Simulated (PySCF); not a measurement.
**Radial density of Al⁺ (aluminium, charge +1)**

UHF, [Ne] 3s2, closed-shell 1S. Calculation: PySCF 2.14, in aug-cc-pV(5+d)Z; no relativity, point nucleus.

| r (bohr) | 4πr²ρ (e/bohr) |
| --- | --- |
| 0.00201 | 0.06732 |
| 0.00337 | 0.1838 |
| 0.00567 | 0.4899 |
| 0.00954 | 1.254 |
| 0.0161 | 2.996 |
| 0.0270 | 6.388 |
| 0.0454 | 11.26 |
| 0.0764 | 14.56 |
| 0.128 | 11.99 |
| 0.216 | 8.446 |
| 0.363 | 11.86 |
| 0.611 | 10.68 |
| 1.03 | 3.063 |
| 1.73 | 1.044 |
| 2.91 | 0.6209 |
| 4.89 | 0.05103 |
| 8.23 | 0.0001831 |
